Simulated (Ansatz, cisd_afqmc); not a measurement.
System: C2HCl2, charge 0, doublet. C2HCl2 (SMILES [CH]=C(Cl)Cl, doublet).
B3LYP-D3(BJ)/def2-TZVP minimum from Ansatz (a first-principles code):
```
C
C 1 1.2957
H 2 1.0733 1 141.82
Cl 1 1.7329 2 123.24 3 180.00
Cl 1 1.7519 2 122.30 3 0.00
```
Charge 0, spin multiplicity 2.

Total energies in cc-pV(T+d)Z, 23 correlated electrons, 12 frozen orbitals. Open shells are spin-unrestricted; no spin-orbit coupling. Cores are frozen in correlated methods. No relativity. The Monte Carlo rows (phaseless AFQMC, CISD trial, step 0.005/hartree) carry one-sigma bars that omit the constraint's bias. Outlying blocks are dropped, and bars are widened where a walk drifts. Over all cases where full CI ran beside it in this data, AFQMC minus full CI had a median of +0.1 mEh and passed +0.4 mEh in a tenth of the cases. The UHF reference of C2HCl2 ([CH]=C(Cl)Cl, doublet) is spin-contaminated (<S^2> up to 0.22 over the pure value in the sets run).

```
method         program         energy (Eh)  minus AFQMC/CISD (mEh)
----------  ----------  ------------------  ----------------------
HF              Ansatz          -995.28466             734.8 ± 0.5
MP2             Ansatz          -995.93097              88.5 ± 0.5
CCSD            Ansatz          -995.98334              36.1 ± 0.5
CCSD(T)         Ansatz          -996.01769               1.8 ± 0.5
AFQMC/CISD  cisd_afqmc  -996.0194 ± 0.0005                     0.0
```
